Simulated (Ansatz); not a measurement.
Geometry optimisation, RHF/def2-SVP (Ansatz).

Input:

```yaml
crystal:
  periodic: [false, false, false]
  atoms:
    - { symbol: B, position_ang: [-0.002498, -0.409211, -0.427952] }
    - { symbol: F, position_ang: [0.004374, -0.039453, 2.06746] }
    - { symbol: F, position_ang: [1.117813, 0.179942, -0.732893] }
    - { symbol: F, position_ang: [-1.122665, 0.136873, -0.801375] }
    - { symbol: H, position_ang: [0.002814, -1.466043, 0.119776] }
    - { symbol: H, position_ang: [0.111562, -0.928008, 1.909185] }
basis:
  gaussian: { orbitals: def2-SVP }
hamiltonian:
  xc: hf
relax:
  f_tol: 0.03
  max_steps: 50
```

Run as:

```bash
$ ansatz run input.yaml --threads 1 --pin off --max-ram 2048MiB --backend cpu --events-out ev --progress --plain --runs-dir out
```

Problem. Where does it end, and by what steps?

Solution. The forces met the threshold. The force dipped under the threshold on the way, but the program's further checks kept it going. After 23 steps the energy has fallen by 0.204 eV; H6 moved furthest, 0.95 Å.

```csv
step,energy less start (eV),largest force component (eV/Å),accepted
0,0.0000,0.422,yes
1,-0.0716,1.095,yes
2,-0.0613,2.356,no
3,-0.0829,0.615,yes
4,-0.1079,1.108,yes
5,-0.1371,0.121,yes
6,-0.1401,0.484,yes
7,-0.1437,0.198,yes
8,-0.1477,0.303,yes
9,-0.1468,0.392,no
10,-0.1498,0.104,yes
11,-0.1547,0.092,yes
12,-0.0577,2.360,no
13,-0.1590,0.113,yes
14,-0.1580,0.622,no
15,-0.1616,0.090,yes
16,-0.1643,0.097,yes
17,-0.1686,0.094,yes
18,-0.1706,0.666,yes
19,-0.1855,0.133,yes
20,-0.1998,0.060,yes
21,-0.2039,0.020,yes
22,-0.1525,1.633,no
23,-0.2041,0.018,yes
```

```xyz
6
Properties=species:S:1:pos:R:3
B -0.038 -0.503 -0.521
F -0.269 -0.575 2.038
F 1.119 0.036 -0.215
F -1.042 0.304 -0.722
H -0.140 -1.674 -0.688
H 0.482 -0.114 2.242
```

Whether the end is a true minimum wasn't checked by a vibrational analysis.

The run took 19 s on 1 thread of Arm Neoverse V1 (shared host), peak memory 0.1 GiB.
